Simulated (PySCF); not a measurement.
C6H8.

```xyz
14

C      2.6857    -0.2221     0.0000
C      1.5239     0.1250     0.0000
C      0.1225     0.5106     0.0000
C     -0.8326    -0.0807     1.0835
C     -1.9325    -0.1903     0.0000
C     -0.8326    -0.0807    -1.0835
H      3.7155    -0.5243     0.0000
H      0.0460     1.6113     0.0000
H     -0.4795    -1.0682     1.4153
H     -1.0291     0.5431     1.9680
H     -2.5956     0.6888     0.0000
H     -2.5557    -1.0966     0.0000
H     -1.0291     0.5431    -1.9680
H     -0.4795    -1.0682    -1.4153
```

Geometry: B3LYP-D3(BJ)/def2-SVP.

These are KT2/pcSseg-1 in PySCF values and carry that method's errors. Non-relativistic, no solvent.

Question: Give the absolute GIAO shielding of each atom: isotropic value and principal components (ppm). (An estimate is asked for; the answer gives what the named calculation found.)

Answer: 
```json
[
 {"atom": "C1", "σ(iso)": "116.0", "σ11": "53.4", "σ22": "55.8", "σ33": "238.9", "span": "185.5"},
 {"atom": "C2", "σ(iso)": "100.0", "σ11": "1.5", "σ22": "3.4", "σ33": "295.1", "span": "293.6"},
 {"atom": "C3", "σ(iso)": "152.7", "σ11": "132.6", "σ22": "159.3", "σ33": "166.3", "span": "33.7"},
 {"atom": "C4", "σ(iso)": "147.4", "σ11": "129.2", "σ22": "141.4", "σ33": "171.5", "span": "42.4"},
 {"atom": "C5", "σ(iso)": "160.2", "σ11": "145.3", "σ22": "162.2", "σ33": "173.0", "span": "27.7"},
 {"atom": "C6", "σ(iso)": "147.4", "σ11": "129.2", "σ22": "141.4", "σ33": "171.5", "span": "42.4"},
 {"atom": "H7", "σ(iso)": "29.0", "σ11": "24.2", "σ22": "24.3", "σ33": "38.6", "span": "14.3"},
 {"atom": "H8", "σ(iso)": "28.0", "σ11": "24.0", "σ22": "28.7", "σ33": "31.3", "span": "7.3"},
 {"atom": "H9", "σ(iso)": "29.0", "σ11": "26.6", "σ22": "28.3", "σ33": "32.1", "span": "5.4"},
 {"atom": "H10", "σ(iso)": "28.9", "σ11": "25.8", "σ22": "26.3", "σ33": "34.6", "span": "8.8"},
 {"atom": "H11", "σ(iso)": "29.2", "σ11": "26.9", "σ22": "26.9", "σ33": "33.9", "span": "7.0"},
 {"atom": "H12", "σ(iso)": "29.5", "σ11": "25.7", "σ22": "26.6", "σ33": "36.0", "span": "10.3"},
 {"atom": "H13", "σ(iso)": "28.9", "σ11": "25.8", "σ22": "26.3", "σ33": "34.6", "span": "8.8"},
 {"atom": "H14", "σ(iso)": "29.0", "σ11": "26.6", "σ22": "28.3", "σ33": "32.1", "span": "5.4"}
]
```
